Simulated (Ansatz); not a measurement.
C4H5I can be A, `C=CC(=C)I`, or B, `IC1C=CC1`.

Isolated molecules relaxed with PBE0-D4/def2-TZVP in Ansatz; ΔE leaves out vibrations. CBS: MP2 limit from def2 TZ/QZ plus the TZ coupled-cluster correction, frozen cores. DFT in def2-TZVPP. B3LYP here is the variant with VWN-RPA as its local correlation; programs differ in this. Elements past krypton have def2 core potentials. For I outer-core shells are correlated without core-valence functions, which leaves a few kJ/mol of doubt a bond. One conformer a species, not always the lowest.

A:

Z-matrix (Å, degrees):
```
C
C 1 1.329
H 1 1.084 2 121.7
H 1 1.083 2 120.7 3 180.0
C 2 1.452 1 127.6 3 0.0
H 2 1.089 1 119.2 3 180.0
I 5 2.098 2 118.4 1 -0.0
C 5 1.331 2 123.0 1 180.0
H 8 1.081 5 123.0 2 180.0
H 8 1.086 5 119.2 2 -0.0
```

B:

Z-matrix (Å, degrees):
```
C
C 1 1.491
I 1 2.156 2 116.3
C 1 1.553 2 87.0 3 -117.6
H 1 1.088 2 117.3 3 124.3
C 2 1.336 1 93.5 3 120.3
H 2 1.082 1 131.7 3 -61.2
H 4 1.094 1 115.1 2 -119.8
H 4 1.091 1 113.9 2 113.0
H 6 1.083 2 133.3 1 176.1
```

(1) Which is lower in electronic energy at CCSD(T)/CBS, and by how much? (An estimate is asked.)

(2) Give E(B) − E(A) in kcal/mol with CCSD(T)/def2-TZVPP, B2PLYP, r2SCAN-D4, CCSD/def2-TZVPP, PBE-D4, B3LYP-D4, B3LYP. (An estimate is asked.)

Largest T1 diagnostic: 0.010.

Results:

(1) Computed: A, by 8.4 kcal/mol.

(2) Computed: CCSD(T)/def2-TZVPP 8.9, B2PLYP 10.3, r2SCAN-D4 9.3, CCSD/def2-TZVPP 8.3, PBE-D4 7.8, B3LYP-D4 11.7, B3LYP 11.4. None reverses the order clearly.

In def2-TZVPP, CCSD(T) changes the Hartree–Fock value by −1.0 kcal/mol (the triples alone add +0.6 kcal/mol) and MP2 by −2.6 kcal/mol. From PBE to PBE0 (25 % exact exchange), in def2-TZVPP and without D4, E(B) − E(A) moves by −2.2 kcal/mol.
